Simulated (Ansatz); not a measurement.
`[SiH3][O][Zn][Cl]` + HBr → `[Cl][Zn][Br]` + `O[SiH3]` at 700 K and 1 bar (ligand exchange at a Zn–O bond).

Calculated with Ansatz (gas phase, PBE0-D4/def2-TZVP geometries, no zero-point term in ΔE). CCSD(T)/CBS adds triple-zeta CCSD(T) − MP2 to the extrapolated MP2 energy (def2 sets, frozen cores). For Br, Zn outer-core shells are correlated without core-valence functions, which leaves a few kJ/mol of doubt a bond. Scalar relativity is left out up to krypton. One conformer a species, not always the lowest.

```json
{"species": "`[SiH3][O][Zn][Cl]`", "CCSD(T)/CBS energy (Eh)": "-2604.33020", "H − E (kJ/mol)": "144.2", "S (J/(mol·K))": "455.3"}
{"species": "HBr", "CCSD(T)/CBS energy (Eh)": "-2573.91920", "H − E (kJ/mol)": "36.5", "S (J/(mol·K))": "223.7"}
{"species": "`[Cl][Zn][Br]`", "CCSD(T)/CBS energy (Eh)": "-4811.59312", "H − E (kJ/mol)": "44.3", "S (J/(mol·K))": "345.5"}
{"species": "`O[SiH3]`", "CCSD(T)/CBS energy (Eh)": "-366.69042", "H − E (kJ/mol)": "144.6", "S (J/(mol·K))": "321.6"}
```

H − E and S are ideal-gas, rigid-rotor, harmonic terms from PBE0-D4/def2-TZVP, for one conformer and one mirror image of each species. 1 Eh = 2625.50 kJ/mol, R = 8.31446 J/(mol·K).

Task: By hand: ΔE, ΔH, ΔS and ΔG.

Result: ΔE = (-4811.59312) + (-366.69042) − (-2604.33020) − (-2573.91920) = -0.03414 Eh = -89.6 kJ/mol. Δ(H − E) = 44.3 + 144.6 − 144.2 − 36.5 = 8.2, so ΔH = -81.4 kJ/mol. ΔS = 345.5 + 321.6 − 455.3 − 223.7 = -11.9 J/(mol·K). ΔG = -81.4 − 700 × (-11.9)/1000 = -73.1 kJ/mol.

Task: By hand: the equilibrium constant, and the temperature at which ΔG would vanish if ΔH and ΔS stayed fixed.

Result: log₁₀ K = −ΔG/(RT ln 10) = 5.5. ΔG = 0 at ΔH/ΔS = 6840 K, far beyond where these terms or the molecules hold.

The number of gas molecules stays the same, so ΔS is small and ΔH decides. A doubt of 5 kJ/mol in ΔE shifts log₁₀ K by 0.4 here. Other conformers and mirror images would add mixing entropy, several J/(mol·K) or more a flexible species. Modes under 60 cm⁻¹, often nearly free rotors, make the harmonic entropy too high. These are equilibria of isolated gas molecules and say nothing of rates. Largest T1 diagnostic: 0.015 (customary marks: 0.02 for closed shells, 0.045 for open ones).
